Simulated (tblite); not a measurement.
F6Si2, triplet, at the geometry of the source list (a higher spin typed on purpose: for a closed-shell molecule this is an excited state); tblite with GFN1-xTB with ALPB(water).

Here is a job for tblite.
```
$ tblite run mol.xyz --method gfn1 --charge 0 --spin 2 --alpb water --json tblite.json --no-restart

# file mol.xyz
8

F      1.90460000    -0.27700000    -1.23620000
Si     1.11560000    -0.06470000     0.11950000
F      1.77810000     1.22330000     0.75800000
F      1.60380000    -1.25280000     1.04440000
Si    -1.11560000     0.06470000    -0.11950000
F     -1.60380000     1.25280000    -1.04440000
F     -1.77810000    -1.22330000    -0.75800000
F     -1.90460000     0.27700000     1.23620000
```

The log (banner, timings and long lists left out):

```
xTB calculator
 | screened Coulomb repulsion
 | Coulomb electrostatics
 |  * isotropic Klopman-Ohno-Mataga-Nishimoto electrostatics
 |  * onsite third-order electrostatics
 | DFT-D3(BJ) dispersion correction
 | Interactions (3)
 | [1] alpb/gbsa reaction field model
 | [2] cds contribution to solvation
 | [3] empirical free energy shift and standard state/solvent correction

halogen bonding energy    0.0000000000000E+00 Eh
repulsion energy          9.7430774420970E-02 Eh
dispersion energy        -2.5038705316891E-03 Eh
interaction energy        8.2169920135328E-03 Eh
number of electrons       5.0000000000000E+01 e
integral cutoff           2.8146159136829E+01 bohr

------------------------------------------------------------
  cycle        total energy    energy error   density error
------------------------------------------------------------
      1     -34.37379600754  -3.4476940E+01   7.5258381E-01
      2     -34.73804164118  -3.6424563E-01   4.2019501E-01
      3     -34.72286709948   1.5174542E-02   2.1246652E-01
      4     -34.76411116199  -4.1244063E-02   5.5103490E-02
      5     -34.76719850533  -3.0873433E-03   4.2046477E-02
      6     -34.77485123259  -7.6527273E-03   5.6058412E-04
      7     -34.77481608376   3.5148831E-05   3.0082264E-03
      8     -34.77484900935  -3.2925597E-05   8.4356029E-04
      9     -34.77485178555  -2.7761932E-06   1.3760751E-05
     10     -34.77485178629  -7.4680173E-10   4.8429418E-08
------------------------------------------------------------

electronic energy        -3.4877995682195E+01 Eh
total energy             -3.4774851786293E+01 Eh

Post processing:
 | Mayer-Wiberg bond orders

[Info] JSON dump of results written to 'tblite.json'
```
